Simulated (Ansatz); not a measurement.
Reaction (ligand exchange at the Sn–N bond): `[NH2][Sn]([NH2])([Cl])[Cl]` + HCl → `[NH2][Sn]([Cl])([Cl])[Cl]` + NH₃

Isolated molecules relaxed with PBE0-D4/def2-TZVP in Ansatz; ΔE leaves out vibrations. CCSD(T)/CBS adds triple-zeta CCSD(T) − MP2 to the extrapolated MP2 energy (def2 sets, frozen cores). This one scheme is used for every species. DFT in def2-TZVPP. Elements past krypton have def2 core potentials. For Sn outer-core shells are correlated without core-valence functions, which leaves a few kJ/mol of doubt a bond. Each species was taken in one conformer, which may not be the lowest.

`[NH2][Sn]([NH2])([Cl])[Cl]`:

Cartesian coordinates in Å:
```
N 0.503 1.596 0.574
Sn 0.170 -0.345 0.253
N -1.016 -0.554 -1.338
Cl 2.286 -1.284 0.072
Cl -0.924 -1.481 1.957
H 1.256 1.763 1.230
H -0.317 2.098 0.889
H -1.393 -1.490 -1.426
H -0.566 -0.303 -2.210
```

HCl:

Z-matrix (Å, degrees):
```
Cl
H 1 1.279
```

`[NH2][Sn]([Cl])([Cl])[Cl]`:

Z-matrix (Å, degrees):
```
Sn
Cl 1 2.295
Cl 1 2.311 2 107.1
N 1 1.995 2 108.3 3 125.4
Cl 1 2.295 2 110.4 3 -116.3
H 4 1.013 1 112.4 2 178.0
H 4 1.013 1 112.5 2 -59.3
```

NH₃:

Cartesian coordinates in Å:
```
N -0.026 0.249 -0.129
H 0.805 0.210 0.449
H -0.816 0.052 0.474
H 0.038 -0.512 -0.794
```

```json
{"species": "`[NH2][Sn]([NH2])([Cl])[Cl]`", "r2SCANh-D4 energy (Eh)": "-1246.75412"}
{"species": "HCl", "r2SCANh-D4 energy (Eh)": "-460.78460"}
{"species": "`[NH2][Sn]([Cl])([Cl])[Cl]`", "r2SCANh-D4 energy (Eh)": "-1651.02283"}
{"species": "NH₃", "r2SCANh-D4 energy (Eh)": "-56.54572"}
```

**Question.** Work out ΔE.

**Answer.** ΔE = (-1651.02283) + (-56.54572) − (-1246.75412) − (-460.78460) = -0.02983 Eh = -0.81 eV. CCSD(T)/CBS gives -0.77 eV.

Largest T1 diagnostic among the species: 0.012.

Leaving LDA and LC-ωPBE aside and taking each functional with its dispersion term where it has one, the values, not all of them listed here, spread over 0.09 eV, from B97M-V to CAM-B3LYP-D4. LDA lies +0.06 eV from PBE without D4. In def2-TZVPP, CCSD(T) changes the Hartree–Fock value by +0.16 eV (the triples alone add +0.01 eV) and MP2 by +0.14 eV.
